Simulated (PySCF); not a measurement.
## Calculated data, CH$_{6}$BGe, CH$_{7}$BGeO, CH$_{7}$BGe, CH$_{6}$BGeN and others

Computed with PySCF 2.14.0. Calculation on a computer-drawn molecule: the log of a Hartree-Fock and frozen-core CCSD(T) single point meant for a local Hartree-Fock minimum, with one planted fault or none, to be diagnosed. Offsets are logged minus clean, where the clean run is the same molecule without the fault. The reference is restricted for singlets and unrestricted otherwise, and also for a bond in bohr or an excited solution. Adding or removing an electron swaps singlet and doublet. The excited solution moves the top pair (singlet) or top alpha electron (doublet) to the lowest empty orbital. Highest occupied and lowest empty are orbital energies over both spins, largest force is the largest gradient component, triples share is (T) over the correlation energy, the T1 limit is 0.02 restricted and 0.045 unrestricted, electrons count all cores, a negative frequency is imaginary (commonest isotopes), and the dipole is about the centre of nuclear charge; on germanium a core potential holds 10 electrons, which the energies leave out, and 3d is frozen in MP2 and coupled-cluster steps.

Common to all runs: meant multiplicity 1; meant basis and core potential on germanium cc-pVDZ-PP ECP10MDF; logged SCF converged yes; logged CC converged yes; logged SCF stable within its kind yes; possible faults no fault, one electron removed, one electron added, multiplicity raised by two, geometry at a saddle point, SCF held on an excited solution, minimal basis STO-3G, one bond length entered in bohr, all coordinates scaled.

(1) CH$_{6}$BGe

Logged structure:
```xyz
9
CH6BGe
C      1.3656     1.8680    -0.4948
B      0.4394     0.7043    -0.0494
Ge     0.1212     0.2301     1.9828
H      1.6273     2.6129     0.2551
H      2.2977     1.3817    -0.8257
H      0.9602     2.3615    -1.3816
H     -0.1295    -0.0473    -0.7798
H     -1.0392     0.7693     2.8043
H      1.0027    -0.7112     2.7882
```

* meant charge: 1
* meant basis: cc-pVDZ
* logged electrons: 49
* logged basis functions: 81
* logged spin squared: 0.7675
* logged highest occupied: -7.0181 eV
* logged lowest empty: 1.6533 eV
* logged largest force: 0.019877 hartree/bohr
* logged T1 diagnostic: 0.01157
* logged D1 diagnostic: 0.033267
* logged triples share: 0.026374
* logged dipole magnitude: 1.8474 debye
* logged energy HF: -359.36306 hartree
* logged energy CCSD(T): -359.7345 hartree
* planted fault: one electron added
* HF energy offset from clean run: -145 kcal/mol
* CCSD(T) energy offset from clean run: -154.6 kcal/mol

Drawn bonds:
```csv
atom,other atom,order
1,2,1
2,3,1
1,4,1
1,5,1
1,6,1
2,7,1
3,8,1
3,9,1
```

(2) CH$_{7}$BGeO

Logged structure:
```xyz
11
CH7BGeO
C     -0.3798    -1.9037    -0.9531
B     -1.5519    -0.8631    -0.8391
Ge    -1.3632     0.9755     0.1369
O      0.3241     1.2670     0.6807
H     -0.5881    -2.6738    -0.1929
H      0.6127    -1.5001    -0.7477
H     -0.3737    -2.4281    -1.9129
H     -2.6297    -1.1425    -1.2959
H     -1.6471     2.1636    -0.7863
H     -2.2898     1.0695     1.3646
H      0.6099     0.7221     1.3989
```

- meant charge: 0
- meant basis: cc-pVDZ
- logged electrons: 57
- logged basis functions: 100
- logged spin squared: 0.7718
- logged highest occupied: -17.667 eV
- logged lowest empty: -8.1203 eV
- logged largest force: 0.086794 hartree/bohr
- logged T1 diagnostic: 0.033971
- logged D1 diagnostic: 0.21428
- logged triples share: 0.029662
- logged dipole magnitude: 4.1983 debye
- logged energy HF: -434.53114 hartree
- logged energy CCSD(T): -435.10264 hartree
- planted fault: one electron removed
- HF energy offset from clean run: 213.4 kcal/mol
- CCSD(T) energy offset from clean run: 218.4 kcal/mol

Drawn bonds:
```csv
atom,other atom,order
1,2,1
2,3,1
3,4,1
1,5,1
1,6,1
1,7,1
2,8,1
3,9,1
3,10,1
4,11,1
```

(3) CH$_{7}$BGe

Logged structure:
```xyz
10
CH7BGe
C     -0.7939    -0.3263    -0.2203
B      0.5713    -0.5004     0.5396
Ge     0.8355    -0.1314     2.5850
H     -0.6717    -0.0222    -1.2632
H     -1.5218     0.3223     0.2700
H     -1.2341    -1.3368    -0.2475
H      1.5245    -0.9118    -0.0689
H      1.7783     1.0694     2.7788
H      1.4825    -1.3322     3.2941
H     -0.4771     0.1923     3.3178
```

- meant charge: 0
- meant basis: cc-pVDZ
- logged electrons: 49
- logged basis functions: 86
- logged spin squared: 0.7578
- logged highest occupied: -17.921 eV
- logged lowest empty: -8.1713 eV
- logged largest force: 0.099928 hartree/bohr
- logged T1 diagnostic: 0.016784
- logged D1 diagnostic: 0.068441
- logged triples share: 0.027145
- logged dipole magnitude: 2.589 debye
- logged energy HF: -359.63831 hartree
- logged energy CCSD(T): -360.01266 hartree
- planted fault: one electron removed
- HF energy offset from clean run: 215.2 kcal/mol
- CCSD(T) energy offset from clean run: 228.7 kcal/mol

Drawn bonds:
```csv
atom,other atom,order
1,2,1
2,3,1
1,4,1
1,5,1
1,6,1
2,7,1
3,8,1
3,9,1
3,10,1
```

(4) CH$_{6}$BGeN

Logged structure:
```xyz
10
CH6BGeN
C      1.0057     0.3300    -1.8758
B     -0.0202    -0.3055    -0.8747
Ge    -1.9871     0.3974    -0.6989
N     -2.7778     1.5003    -1.7112
H      1.6856     0.9419    -1.2629
H      0.5777     0.9812    -2.6389
H      1.6349    -0.4276    -2.3519
H      0.3239    -1.1995    -0.1515
H     -2.8441    -0.1235     0.4551
H     -2.1885     1.8270    -2.4656
```

* meant charge: 0
* meant basis: cc-pVDZ
* logged electrons: 56
* logged basis functions: 95
* logged spin squared: 2.0205
* logged highest occupied: -7.0067 eV
* logged lowest empty: -0.046112 eV
* logged largest force: 0.1 hartree/bohr
* logged T1 diagnostic: 0.016602
* logged D1 diagnostic: 0.084533
* logged triples share: 0.027219
* logged dipole magnitude: 1.5213 debye
* logged energy HF: -413.7637 hartree
* logged energy CCSD(T): -414.27247 hartree
* planted fault: multiplicity raised by two
* HF energy offset from clean run: 21.8 kcal/mol
* CCSD(T) energy offset from clean run: 55.25 kcal/mol

Drawn bonds:
```csv
atom,other atom,order
1,2,1
2,3,1
3,4,2
1,5,1
1,6,1
1,7,1
2,8,1
3,9,1
4,10,1
```

(5) CH$_{4}$BClGe

Logged structure:
```xyz
8
CH4BClGe
C     -0.7648     0.6878    -0.1978
B      0.6721     1.0690     0.4407
Ge     1.0667     1.2373     2.5806
Cl     0.5250     3.4723     2.3932
H     -1.6343     0.7170     0.5078
H     -0.6668    -0.3738    -0.5706
H     -1.0040     1.3124    -1.0983
H      1.6197     1.2931    -0.3222
```

* meant charge: 0
* meant basis: cc-pV(D+d)Z
* logged electrons: 64
* logged basis functions: 94
* logged spin squared: 0
* logged highest occupied: -8.7342 eV
* logged lowest empty: 0.19187 eV
* logged largest force: 0.017056 hartree/bohr
* logged T1 diagnostic: 0.014716
* logged D1 diagnostic: 0.042114
* logged triples share: 0.028993
* logged dipole magnitude: 3.4595 debye
* logged energy HF: -817.7754 hartree
* logged energy CCSD(T): -818.27957 hartree
* planted fault: all coordinates scaled, by +2.6 %
* HF energy offset from clean run: 2.569 kcal/mol
* CCSD(T) energy offset from clean run: 1.229 kcal/mol

Drawn bonds:
```csv
atom,other atom,order
1,2,1
2,3,1
3,4,1
1,5,1
1,6,1
1,7,1
2,8,1
```
